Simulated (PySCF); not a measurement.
**Radial density of Dy³⁺ (dysprosium, charge +3)**

UHF, [Xe] 4f9, one real determinant. Computed with PySCF 2.14 in ANO-RCC-VTZP, with the spin-free X2C one-electron Hamiltonian (Gaussian nucleus).

```tsv
r (bohr)	4πr²ρ (e/bohr)	4πr²(ρα − ρβ)
0.0198	83.58	0.0026
0.0333	80.79	0.0064
0.0560	114.3	0.0097
0.0942	98.07	0.0301
0.158	100.7	0.4149
0.266	67.36	2.5269
0.448	53.08	6.3553
0.754	30.13	5.3153
1.27	11.13	1.5450
2.13	2.221	0.0353
3.59	0.03445	-0.0034
6.03	1.777e-05	0.0000
```

Densities and radii are taken from the X2C orbitals without a picture-change correction, which distorts them close to the nucleus.

⟨L²⟩ = 24.02 against 30 for a pure H term, so this real determinant mixes terms. Spin-orbit coupling, absent here, splits the open shell strongly.

(1) Where is the radial spin density 4πr²(ρα − ρβ) most negative, and why is it negative at all?

## Answers

(1) Around r = 3.59 bohr, down to -0.0034 e/bohr: exchange with the open shell polarises the paired shells in an unrestricted calculation.
